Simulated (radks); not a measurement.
All-electron atom: Cl XI in [He] 2s2 2p2 3d1 (not the ground configuration).

Calculated with a radial shooting solver on a logarithmic mesh with Libxc functionals: scalar-relativistic Kohn-Sham, PBEsol, spin-polarised, spherical densities, finite nucleus; open shells are filled with parallel spins first; Fermi nuclear charge, rms radius 3.3654 fm.

Energy parts (eV):
| part | energy |
|---|---|
| total | -10587.140 |
| kinetic | 10649.239 |
| electron-nucleus | -22795.477 |
| Hartree | 2036.370 |
| exchange-correlation | -477.273 |

Orbitals (lengths in bohr, moments of r in powers of bohr; r(90%) holds 90 % of the orbital's charge):
[
 {"orbital": "1s up", "occ.": "1", "eigenvalue (eV)": "-3163.702", "r(90%)": "0.162", "<1/r>": "16.69"},
 {"orbital": "1s down", "occ.": "1", "eigenvalue (eV)": "-3156.972", "r(90%)": "0.162", "<1/r>": "16.72"},
 {"orbital": "2s up", "occ.": "1", "eigenvalue (eV)": "-574.4045", "r(90%)": "0.620", "<1/r>": "3.677"},
 {"orbital": "2s down", "occ.": "1", "eigenvalue (eV)": "-559.9827", "r(90%)": "0.624", "<1/r>": "3.643"},
 {"orbital": "2p up", "occ.": "2", "eigenvalue (eV)": "-528.4581", "r(90%)": "0.573", "<1/r>": "3.600"},
 {"orbital": "2p down", "occ.": "0", "eigenvalue (eV)": "-512.0785", "r(90%)": "0.579", "<1/r>": "3.574"},
 {"orbital": "3d up", "occ.": "1", "eigenvalue (eV)": "-181.6179", "r(90%)": "1.35", "<1/r>": "1.339"},
 {"orbital": "3d down", "occ.": "0", "eigenvalue (eV)": "-173.4767", "r(90%)": "1.37", "<1/r>": "1.318"}
]

The highest occupied level is 3d up at -181.62 eV. The configuration is held as typed, so some empty levels lie below it. The spin density at the nucleus is -1.992 e/bohr^3 (1s -5.465, 2s 3.472). The density falls to 0.001 e/bohr^3 at r = 1.89 bohr. Summed over all electrons, <r^2> = 1.611 bohr^2, which gives a Langevin (diamagnetic) susceptibility term of -1.28 x 10^-6 cm^3/mol. Spin moment in Bohr magnetons: 3. The electron density at the nucleus is 3645 e/bohr^3 (large components only).
